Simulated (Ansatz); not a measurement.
Wavefunction ladder for Br3P (`BrP(Br)Br`)

Cartesian coordinates in Å:
```
Br 0.8950 -1.6270 0.7453
P 0.1656 0.4649 0.5645
Br -1.9913 0.1401 0.1369
Br 0.9307 1.0220 -1.4467
```

Total charge 0; spin multiplicity 1. Correlated methods include outer-core shells of Br, which these sets cover unevenly. Scalar relativity is left out up to krypton. All single points use the PBE0-D4/def2-TZVP geometry. Frozen core, restricted reference, Ansatz 0.2.0.

| basis | HF (Eh) | MP2 corr. | CCSD corr. | (T) | CCSD(T) total |
| --- | --- | --- | --- | --- | --- |
| def2-SVP | -8056.98300 | -0.80451 | -0.81470 | -0.02199 | -8057.81969 |
| def2-TZVPP | -8058.06157 | -0.97153 | -0.98764 | -0.04031 | -8059.08952 |
| def2-QZVPP | -8058.22052 | -1.94043 | – | – | – |
